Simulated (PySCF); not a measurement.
The same groups moved round the core (styrene methoxy). All species are isolated molecules in the gas phase. One relaxed conformer stands for each flexible species; it need not be the lowest. Strings in code marks are SMILES.

Level of theory: B3LYP-D3(BJ)/def2-TZVP // B3LYP-D3(BJ)/def2-SVP run with PySCF. All candidates: neutral, multiplicity 1. B3LYP has the VWN-RPA correlation part, as in Gaussian. Excitations are Tamm–Dancoff values on a coarser integration grid. The basis has no diffuse functions, so Rydberg states are missing or too high.

```json
{
 "S1 excitation (TDA)": "4.58 eV",
 "HOMO": "-5.82 eV",
 "T1 excitation (TDA)": "3.06 eV"
}
```

Problem. Name which member has these values.
A. `C=Cc1ccc(OC)cc1` (C–C–C–C torsion -1°, C–C–O–C torsion -180°)
B. `C=Cc1ccccc1OC` (C–C–C–C torsion 10°, C–C–O–C torsion -179°)
C. `C=Cc1cccc(OC)c1` (C–C–C–C torsion 0°, C–C–O–C torsion 0°)
D. `C=C(OC)c1ccccc1` (C–C–O–C torsion 2°, O–C–C–C torsion 19°)

Solution. A, `C=Cc1ccc(OC)cc1` (C–C–C–C torsion -1°, C–C–O–C torsion -180°). The others give `C=Cc1ccccc1OC` (C–C–C–C torsion 10°, C–C–O–C torsion -179°): 4.38 eV, -5.94 eV, 3.01 eV; `C=Cc1cccc(OC)c1` (C–C–C–C torsion 0°, C–C–O–C torsion 0°): 4.46 eV, -6.12 eV, 3.18 eV; `C=C(OC)c1ccccc1` (C–C–O–C torsion 2°, O–C–C–C torsion 19°): 4.81 eV, -6.12 eV, 3.30 eV
